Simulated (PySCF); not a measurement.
CH₉AlO₂Si₂, singlet, geometry from GFN2-xTB (such geometries of metal compounds can be far from the true shape).

Here is a job for PySCF.
```python
from pyscf import gto, scf, dft

mol = gto.M(
    atom='''
Si   -2.04446911    0.55683973   -0.84187970
C    -2.12502817    0.67859047    1.05501249
Si   -0.06296137   -0.56229794   -1.33027685
Al    1.46829773   -0.26808114    0.50378149
O     1.80518624   -1.56605358    1.47225701
O     2.01071159    1.28495661    0.68681439
H    -3.30015063   -0.07098587   -1.28198546
H    -2.10576253    1.93043099   -1.36726072
H    -1.14732139    0.95046844    1.45760854
H    -2.84122542    1.41685248    1.40127088
H    -2.39980785   -0.27574886    1.49636254
H    -0.35813203   -1.98147371   -1.63797872
H     0.45027876   -0.08312514   -2.63466537
H     2.00008561   -2.31226089    2.02177720
H     2.34117774    2.16454500    0.80325700
''',
    basis='pcseg-0',
    verbose=4,
    max_memory=1800,
)

mf = dft.RKS(mol)
mf.xc = 'pbe'
mf = mf.density_fit(auxbasis='def2-universal-jkfit')
mf.kernel()
```

Problem. What is the computed HOMO-LUMO gap (DF-PBE/pcseg-0 (PySCF))?

Solution. 5.34 eV

Problem. What is the computed total energy (DF-PBE/pcseg-0)?

Solution. -1013.3203 Eh

Problem. What is the computed number of basis functions (DF-PBE/pcseg-0)?

Solution. 84

Problem. Estimate the Mulliken (on the basis functions themselves) charges in atom order that DF-PBE/pcseg-0 returns for this input.

Solution. Si1 0.39, C2 -1.06, Si3 -0.52, Al4 1.31, O5 -0.83, O6 -0.83, H7 -0.01, H8 -0.01, H9 0.24, H10 0.24, H11 0.24, H12 0.02, H13 0.02, H14 0.39, H15 0.39

Problem. What nuclear repulsion energy does DF-PBE/pcseg-0 give?

Solution. 417.3707 Eh

Problem. Predict the HOMO energy from DF-PBE/pcseg-0.

Solution. -6.40 eV
